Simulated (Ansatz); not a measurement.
O₂Se, charge +1, doublet, at a GFN2-xTB geometry (a state made from the parent by changing its charge; the spin is typed, not shown lowest). Base run: B3LYP/3-21G (Ansatz, a quantum-chemistry and plane-wave program).

Here is a job for Ansatz.
Ansatz 0.2 input:
```yaml
crystal:
  periodic: [false, false, false]
  atoms:
    - {symbol: O, position_ang: [-1.34226404, 0.45689309, 0.02344571]}
    - {symbol: Se, position_ang: [0.01210111, -0.24483605, -0.02051161]}
    - {symbol: O, position_ang: [1.29083433, 0.58366013, 0.06372865]}
basis:
  gaussian:
    orbitals: 3-21G.json
hamiltonian:
  xc: b3lyp
total_charge: 1
magnetization: {spin_polarized: true, initial_magnetization: 1}
```
The basis file holds 3-21G in the JSON format of the Basis Set Exchange.

Each row names what was changed in the base input (with any setting that the change needs).

```tsv
change	ΔE vs base (mEh)
base	0.000
lower_state_search = full	0.000
nuclear_model = gaussian	9.026
lower_state_search = off	0.000
final_grid = 10, 20, 41	-0.002
point_charge = charge:-1.0 position_ang:3.7712, -0.9472, -1.7299	-126.8
fitting.mean_field = def2-universal-JKFIT	0.061
lower_state_search = light	0.000
final_grid = 14, 28, 59	-0.003
forces = on	0.000
accuracy = high	-0.007
```
